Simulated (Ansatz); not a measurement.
Molecule: P2H3, charge 0, multiplicity 2. It need not be the lowest isomer of its formula. 
Geometry from a B3LYP-D3(BJ)/def2-TZVP (Ansatz, a first-principles code) optimisation:
SMILES: [PH]P
```xyz
5

P      0.9614    -0.4387     0.4296
P     -0.8856     0.3194    -0.4691
H      1.6950     0.7069     0.0100
H     -1.0442     1.5226     0.2657
H     -1.7869    -0.4398     0.3160
```
Charge 0, spin multiplicity 2.

Basis-set convergence of Hartree-Fock and MP2 correlation energies (hartree) with Ansatz. Valence correlation only, unless marked. UHF or UKS for open shells. Spin-orbit coupling is left out. Non-relativistic.

```
basis        functions       E(HF)  E(corr, MP2)
-----------  ---------  ----------  ------------
def2-SVPD           72  -682.98847      -0.23619
def2-TZVPPD        147         [?]           [?]
```

Task: What belongs in the gaps?

Result: 
- def2-TZVPPD, E(HF): -683.22135
- def2-TZVPPD, E(corr, MP2): -0.28901
